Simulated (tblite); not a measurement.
A geometry optimisation, step by step.

Species: C₇H₁₄PSi (charge +1).
SMILES with atom numbers: `[CH3:1][CH2:2][C:3]1=[CH:4][C:5]([SiH3:6])=[CH:7][P@H+:8]1[CH3:9]` (hydrogens: H10, H11, H12 on C1; H13, H14 on C2; H15 on C4; H16, H17, H18 on Si6; H19 on C7; H20 on P8; H21, H22, H23 on C9)
Bond orders are those of one Lewis drawing.

Computed with GFN2-xTB (tblite), gas phase: L-BFGS steps from a force-field or distance-geometry start until the largest atomic force falls under 0.01 eV/Å. 9 of its 128 geometries are shown.

Step 0: E = -704.8976 eV, largest atomic force 2.955 eV/Å
```
atom  x, y, z in Å  |  force x, y, z in eV/Å
C1     -2.434   -1.360    1.247   -0.786   0.117   0.301
C2     -1.804   -1.174   -0.128    0.325  -0.375   0.209
C3     -0.483   -0.470   -0.025   -1.505  -1.400  -0.079
C4      0.720   -0.954   -0.344   -0.009  -0.032   0.233
C5      1.799   -0.007   -0.135   -1.315   0.517   0.195
Si6     3.523   -0.475   -0.501    2.864  -0.610  -0.395
C7      1.357    1.191    0.300    1.323   0.516   0.564
P8     -0.391    1.211    0.518    0.501  -0.167   0.216
C9     -0.999    2.176   -0.849   -1.223   1.346   0.154
H10    -2.661   -0.393    1.722    0.113  -0.216  -0.167
H11    -1.796   -1.930    1.918    0.057   0.019  -0.112
H12    -3.392   -1.903    1.152    0.492   0.249   0.019
H13    -1.671   -2.162   -0.572    0.115   0.035  -0.087
H14    -2.470   -0.613   -0.772   -0.226   0.183  -0.123
H15     0.879   -1.964   -0.689    0.060   0.151  -0.078
H16     3.719   -1.937   -0.319   -0.307   0.411  -0.023
H17     3.888   -0.110   -1.891   -0.328  -0.034   0.285
H18     4.459    0.228    0.418   -0.459  -0.103  -0.199
H19     1.994    2.041    0.519   -0.078  -0.202  -0.046
H20    -0.818    1.427    1.847    0.005   0.140  -0.796
H21    -0.770    3.242   -0.691   -0.029  -0.223  -0.016
H22    -2.093    2.089   -0.924    0.145  -0.001  -0.015
H23    -0.562    1.875   -1.791    0.266  -0.322  -0.038
```

Step 16: E = -705.3494 eV, largest atomic force 0.110 eV/Å
```
atom  x, y, z in Å  |  force x, y, z in eV/Å
C1     -2.460   -1.370    1.261    0.000  -0.004  -0.053
C2     -1.824   -1.231   -0.126    0.015   0.013   0.037
C3     -0.508   -0.537   -0.043    0.000   0.052   0.002
C4      0.733   -0.977   -0.326   -0.018   0.005  -0.006
C5      1.833   -0.038   -0.114    0.054  -0.016   0.031
Si6     3.644   -0.506   -0.499    0.097  -0.041  -0.031
C7      1.450    1.169    0.347   -0.037   0.008   0.010
P8     -0.334    1.202    0.435   -0.014   0.008  -0.043
C9     -1.060    2.257   -0.841   -0.010  -0.004   0.018
H10    -2.656   -0.388    1.696    0.042  -0.057  -0.009
H11    -1.814   -1.935    1.931   -0.015   0.070  -0.048
H12    -3.405   -1.899    1.176    0.002   0.016   0.009
H13    -1.687   -2.217   -0.576    0.007   0.051   0.039
H14    -2.500   -0.654   -0.767    0.045  -0.070   0.021
H15     0.950   -1.965   -0.695   -0.071  -0.042   0.016
H16     3.701   -1.954   -0.316    0.031   0.039   0.017
H17     3.832   -0.104   -1.895   -0.011  -0.017   0.041
H18     4.463    0.264    0.433   -0.029  -0.043  -0.034
H19     2.100    1.994    0.573   -0.054   0.014   0.018
H20    -0.868    1.540    1.664    0.038  -0.045  -0.048
H21    -0.823    3.304   -0.653    0.006  -0.003   0.021
H22    -2.141    2.124   -0.860   -0.020   0.011  -0.018
H23    -0.629    1.949   -1.797   -0.059   0.056   0.009
```

Step 32: E = -705.3685 eV, largest atomic force 0.053 eV/Å
```
atom  x, y, z in Å  |  force x, y, z in eV/Å
C1     -2.444   -1.354    1.245    0.006   0.002  -0.004
C2     -1.811   -1.249   -0.144    0.005  -0.012  -0.011
C3     -0.508   -0.532   -0.080    0.001   0.008  -0.007
C4      0.735   -0.993   -0.312   -0.007  -0.026  -0.004
C5      1.843   -0.062   -0.100   -0.018   0.016   0.016
Si6     3.659   -0.538   -0.477    0.026  -0.003  -0.006
C7      1.448    1.159    0.315   -0.011   0.034  -0.002
P8     -0.340    1.208    0.378    0.030   0.022   0.014
C9     -1.111    2.317   -0.827    0.009  -0.014   0.016
H10    -2.622   -0.365    1.668   -0.008   0.004  -0.019
H11    -1.796   -1.909    1.918    0.004   0.012   0.006
H12    -3.395   -1.875    1.181    0.003   0.011  -0.006
H13    -1.646   -2.248   -0.548   -0.003  -0.027  -0.008
H14    -2.495   -0.723   -0.814    0.000   0.012   0.008
H15     0.935   -2.002   -0.629    0.007  -0.046  -0.017
H16     3.772   -1.978   -0.279   -0.044  -0.012   0.027
H17     3.814   -0.152   -1.878    0.005  -0.003  -0.019
H18     4.490    0.243    0.429   -0.016   0.021   0.016
H19     2.088    1.984    0.564   -0.003   0.031  -0.037
H20    -0.838    1.494    1.631    0.001  -0.002  -0.004
H21    -0.872    3.356   -0.598    0.024  -0.029   0.032
H22    -2.194    2.186   -0.820    0.016  -0.025   0.016
H23    -0.717    2.062   -1.813   -0.027   0.026  -0.005
```

Step 48: E = -705.3800 eV, largest atomic force 0.053 eV/Å
```
atom  x, y, z in Å  |  force x, y, z in eV/Å
C1     -2.431   -1.327    1.218   -0.007   0.006   0.018
C2     -1.793   -1.275   -0.170    0.000  -0.008  -0.010
C3     -0.495   -0.553   -0.114    0.016   0.003  -0.003
C4      0.752   -1.019   -0.306    0.025   0.018   0.003
C5      1.849   -0.068   -0.121    0.017   0.024  -0.013
Si6     3.666   -0.561   -0.454    0.027  -0.003  -0.003
C7      1.444    1.166    0.240   -0.005   0.005   0.014
P8     -0.340    1.190    0.340    0.039   0.022   0.029
C9     -1.157    2.352   -0.775    0.000  -0.007   0.018
H10    -2.612   -0.320    1.596   -0.037   0.023  -0.008
H11    -1.779   -1.845    1.916    0.001  -0.017   0.013
H12    -3.380   -1.854    1.178   -0.007  -0.003  -0.012
H13    -1.622   -2.286   -0.540   -0.013  -0.034   0.000
H14    -2.468   -0.769   -0.864   -0.035   0.000  -0.003
H15     0.965   -2.039   -0.582   -0.016   0.020  -0.017
H16     3.736   -1.993   -0.178    0.012   0.018   0.004
H17     3.844   -0.236   -1.869    0.021  -0.023   0.014
H18     4.477    0.259    0.439   -0.007  -0.010  -0.016
H19     2.073    2.017    0.435   -0.007  -0.033  -0.005
H20    -0.796    1.432    1.618    0.013  -0.005   0.012
H21    -0.900    3.370   -0.479   -0.008  -0.003  -0.016
H22    -2.238    2.220   -0.727    0.002  -0.008  -0.017
H23    -0.801    2.167   -1.790   -0.032   0.013  -0.002
```

Step 64: E = -705.3883 eV, largest atomic force 0.051 eV/Å
```
atom  x, y, z in Å  |  force x, y, z in eV/Å
C1     -2.454   -1.291    1.196    0.003   0.011  -0.008
C2     -1.777   -1.289   -0.176    0.015   0.006   0.002
C3     -0.479   -0.556   -0.135    0.008  -0.044  -0.002
C4      0.768   -1.016   -0.350    0.011   0.001  -0.015
C5      1.868   -0.063   -0.182   -0.029  -0.004   0.003
Si6     3.695   -0.583   -0.440   -0.028   0.012   0.019
C7      1.460    1.174    0.172    0.019  -0.005   0.000
P8     -0.321    1.184    0.325    0.044  -0.005   0.026
C9     -1.212    2.365   -0.711   -0.016   0.006  -0.001
H10    -2.688   -0.274    1.514    0.002   0.003  -0.018
H11    -1.813   -1.751    1.944    0.010   0.003  -0.019
H12    -3.382   -1.856    1.149    0.011   0.017  -0.001
H13    -1.594   -2.315   -0.502   -0.008   0.019   0.011
H14    -2.446   -0.817   -0.901    0.018  -0.016  -0.007
H15     0.980   -2.034   -0.636   -0.017   0.029   0.003
H16     3.739   -1.986   -0.048    0.006  -0.023   0.015
H17     3.957   -0.381   -1.861   -0.025   0.007  -0.029
H18     4.479    0.291    0.423    0.003   0.014   0.003
H19     2.088    2.027    0.355   -0.001  -0.019   0.006
H20    -0.708    1.385    1.632   -0.005   0.011   0.020
H21    -0.968    3.378   -0.391   -0.001   0.005   0.005
H22    -2.286    2.202   -0.617   -0.019  -0.004  -0.006
H23    -0.909    2.232   -1.750    0.000  -0.023  -0.007
```

Step 79: E = -705.3936 eV, largest atomic force 0.048 eV/Å
```
atom  x, y, z in Å  |  force x, y, z in eV/Å
C1     -2.463   -1.246    1.170    0.003  -0.005  -0.017
C2     -1.762   -1.290   -0.188   -0.003   0.007  -0.009
C3     -0.468   -0.557   -0.138    0.013  -0.011   0.015
C4      0.775   -1.011   -0.380    0.016   0.006  -0.013
C5      1.873   -0.066   -0.188    0.020   0.010  -0.043
Si6     3.695   -0.589   -0.438    0.035  -0.014   0.005
C7      1.473    1.169    0.177    0.002  -0.008   0.002
P8     -0.306    1.177    0.350   -0.018   0.009  -0.001
C9     -1.242    2.337   -0.672    0.004   0.001  -0.028
H10    -2.710   -0.219    1.445    0.007  -0.025  -0.009
H11    -1.825   -1.675    1.940   -0.018   0.024  -0.004
H12    -3.382   -1.823    1.130   -0.011   0.025   0.008
H13    -1.571   -2.325   -0.477   -0.011   0.010   0.008
H14    -2.410   -0.844   -0.947   -0.024  -0.006   0.006
H15     0.979   -2.017   -0.708    0.007  -0.006   0.025
H16     3.758   -1.970    0.029   -0.004  -0.011  -0.009
H17     3.932   -0.451   -1.873   -0.010  -0.005   0.005
H18     4.476    0.327    0.384    0.025   0.027  -0.013
H19     2.112    2.010    0.374   -0.022   0.007   0.019
H20    -0.658    1.381    1.666   -0.028  -0.016   0.016
H21    -1.011    3.360   -0.371   -0.009  -0.014   0.014
H22    -2.312    2.154   -0.559    0.019   0.003   0.023
H23    -0.958    2.196   -1.716    0.007  -0.008  -0.003
```

Step 95: E = -705.4019 eV, largest atomic force 0.042 eV/Å
```
atom  x, y, z in Å  |  force x, y, z in eV/Å
C1     -2.484   -1.149    1.113   -0.020  -0.003  -0.006
C2     -1.737   -1.303   -0.210    0.001  -0.002   0.002
C3     -0.437   -0.582   -0.155   -0.010   0.015   0.022
C4      0.810   -1.013   -0.416   -0.013   0.002  -0.003
C5      1.897   -0.058   -0.199    0.012  -0.010  -0.002
Si6     3.718   -0.587   -0.450    0.013  -0.008  -0.020
C7      1.482    1.160    0.206   -0.007  -0.010  -0.006
P8     -0.298    1.138    0.383   -0.025  -0.022   0.025
C9     -1.286    2.289   -0.600    0.030  -0.009   0.019
H10    -2.729   -0.102    1.297   -0.009   0.014   0.001
H11    -1.879   -1.518    1.938   -0.007  -0.010   0.004
H12    -3.410   -1.716    1.088   -0.023  -0.005   0.005
H13    -1.561   -2.358   -0.422    0.023  -0.004  -0.008
H14    -2.350   -0.898   -1.021    0.003  -0.013   0.001
H15     1.026   -2.008   -0.768    0.013  -0.011   0.006
H16     3.793   -1.917    0.147    0.005   0.008   0.008
H17     3.902   -0.606   -1.899   -0.012   0.000  -0.016
H18     4.534    0.410    0.230    0.002   0.021   0.007
H19     2.107    2.003    0.438    0.001   0.008  -0.003
H20    -0.655    1.291    1.706    0.016  -0.001  -0.006
H21    -1.062    3.314   -0.304   -0.001   0.015   0.003
H22    -2.345    2.082   -0.439   -0.003   0.016  -0.010
H23    -1.041    2.153   -1.654    0.010   0.009  -0.021
```

Step 111: E = -705.4136 eV, largest atomic force 0.060 eV/Å
```
atom  x, y, z in Å  |  force x, y, z in eV/Å
C1     -2.570   -1.110    1.061   -0.003   0.018  -0.029
C2     -1.721   -1.355   -0.185    0.024  -0.005  -0.010
C3     -0.426   -0.623   -0.110    0.006   0.019   0.029
C4      0.825   -1.033   -0.389   -0.014  -0.015  -0.002
C5      1.905   -0.066   -0.183   -0.006  -0.013  -0.013
Si6     3.729   -0.541   -0.521   -0.030   0.024   0.013
C7      1.478    1.136    0.254    0.019  -0.024   0.012
P8     -0.298    1.094    0.443   -0.012   0.009  -0.006
C9     -1.234    2.282   -0.547   -0.014   0.009  -0.020
H10    -2.776   -0.044    1.175   -0.027   0.031   0.001
H11    -2.064   -1.464    1.957    0.017  -0.014  -0.056
H12    -3.520   -1.631    0.977    0.017  -0.004   0.002
H13    -1.528   -2.421   -0.310    0.024  -0.027   0.020
H14    -2.269   -1.021   -1.072   -0.025   0.012   0.028
H15     1.049   -2.023   -0.750    0.016  -0.024   0.005
H16     3.921   -1.794    0.207   -0.003   0.014  -0.028
H17     3.784   -0.695   -1.975    0.017  -0.007   0.040
H18     4.536    0.559   -0.003   -0.021  -0.020  -0.035
H19     2.095    1.986    0.478   -0.004   0.016   0.005
H20    -0.667    1.233    1.763    0.005   0.015   0.025
H21    -0.995    3.297   -0.228    0.009  -0.013   0.012
H22    -2.303    2.106   -0.434   -0.005  -0.005   0.011
H23    -0.955    2.157   -1.595    0.012   0.004  -0.004
```

Step 127: E = -705.4172 eV, largest atomic force 0.010 eV/Å
```
atom  x, y, z in Å  |  force x, y, z in eV/Å
C1     -2.609   -1.069    1.010    0.000  -0.002   0.000
C2     -1.706   -1.383   -0.179    0.002   0.000   0.000
C3     -0.417   -0.642   -0.091    0.003  -0.003  -0.003
C4      0.834   -1.046   -0.380    0.005  -0.001   0.004
C5      1.908   -0.072   -0.183    0.006  -0.002   0.003
Si6     3.729   -0.525   -0.553    0.001   0.003   0.004
C7      1.480    1.123    0.273    0.001   0.002   0.003
P8     -0.296    1.071    0.475   -0.003  -0.005  -0.005
C9     -1.226    2.275   -0.500   -0.002   0.005   0.001
H10    -2.811    0.003    1.068   -0.008  -0.002  -0.004
H11    -2.144   -1.389    1.939    0.006   0.003   0.000
H12    -3.559   -1.586    0.910    0.005  -0.005  -0.002
H13    -1.505   -2.454   -0.231    0.001   0.003   0.002
H14    -2.217   -1.102   -1.106   -0.008   0.004   0.004
H15     1.064   -2.035   -0.742   -0.003  -0.001  -0.002
H16     3.983   -1.715    0.255   -0.003  -0.003   0.002
H17     3.753   -0.795   -1.988   -0.004  -0.001  -0.004
H18     4.521    0.634   -0.159   -0.002   0.001  -0.005
H19     2.091    1.978    0.493    0.001  -0.001   0.001
H20    -0.656    1.200    1.799   -0.002   0.000  -0.001
H21    -0.982    3.282   -0.158   -0.002   0.002  -0.002
H22    -2.297    2.102   -0.392    0.002   0.003  -0.002
H23    -0.943    2.170   -1.549    0.005   0.000   0.005
```

**Question.** Summarise the path.

**Answer.** The energy falls by 11.98 kcal/mol from step 0 to step 127; nine tenths of that is first reached at step 29. It falls at every step. The largest force goes from 2.955 to 0.010 eV/Å. Among the bonds C5–Si6 changes most, from 1.823 to 1.912 Å; the atoms move by 0.465 Å rms after alignment.

**Question.** Follow the three bonds and two angles with the largest change from start to end.

**Answer.** 
| step | E above end (kcal/mol) | largest force (eV/Å) | C5–Si6 (Å) | C3–P8 (Å) | P8–H20 (Å) | C9–P8–H20 (°) | C7–P8–C9 (°) |
| --- | --- | --- | --- | --- | --- | --- | --- |
| 0 | 11.98 | 2.955 | 1.823 | 1.769 | 1.412 | 122.4 | 104.5 |
| 6 | 2.73 | 0.219 | 1.917 | 1.794 | 1.381 | 115.1 | 109.7 |
| 11 | 1.98 | 0.177 | 1.917 | 1.807 | 1.378 | 111.5 | 110.9 |
| 17 | 1.52 | 0.110 | 1.912 | 1.812 | 1.379 | 108.9 | 112.6 |
| 22 | 1.34 | 0.090 | 1.912 | 1.804 | 1.379 | 108.3 | 113.7 |
| 28 | 1.22 | 0.067 | 1.919 | 1.806 | 1.376 | 108.5 | 114.4 |
| 33 | 1.11 | 0.054 | 1.915 | 1.809 | 1.379 | 108.9 | 114.8 |
| 39 | 0.97 | 0.090 | 1.915 | 1.808 | 1.380 | 108.6 | 115.0 |
| 44 | 0.90 | 0.048 | 1.913 | 1.808 | 1.377 | 108.4 | 115.1 |
| 50 | 0.83 | 0.056 | 1.911 | 1.809 | 1.379 | 107.8 | 115.2 |
| 55 | 0.76 | 0.065 | 1.916 | 1.808 | 1.379 | 108.1 | 115.6 |
| 61 | 0.69 | 0.042 | 1.916 | 1.809 | 1.378 | 108.2 | 116.1 |
| 66 | 0.65 | 0.038 | 1.916 | 1.808 | 1.378 | 107.8 | 116.9 |
| 72 | 0.59 | 0.046 | 1.915 | 1.807 | 1.378 | 108.2 | 117.0 |
| 77 | 0.56 | 0.041 | 1.912 | 1.809 | 1.379 | 108.0 | 117.6 |
| 83 | 0.47 | 0.071 | 1.913 | 1.807 | 1.377 | 108.7 | 118.0 |
| 88 | 0.41 | 0.038 | 1.913 | 1.807 | 1.379 | 108.5 | 118.2 |
| 94 | 0.36 | 0.031 | 1.913 | 1.807 | 1.378 | 108.1 | 118.8 |
| 99 | 0.32 | 0.044 | 1.914 | 1.805 | 1.378 | 108.2 | 118.4 |
| 105 | 0.22 | 0.071 | 1.913 | 1.807 | 1.381 | 108.4 | 117.3 |
| 110 | 0.11 | 0.055 | 1.915 | 1.807 | 1.376 | 108.8 | 116.3 |
| 116 | 0.02 | 0.033 | 1.911 | 1.808 | 1.378 | 108.8 | 115.5 |
| 121 | 0.01 | 0.024 | 1.912 | 1.808 | 1.378 | 108.9 | 115.6 |
| 127 | 0.00 | 0.010 | 1.912 | 1.808 | 1.378 | 108.7 | 115.5 |
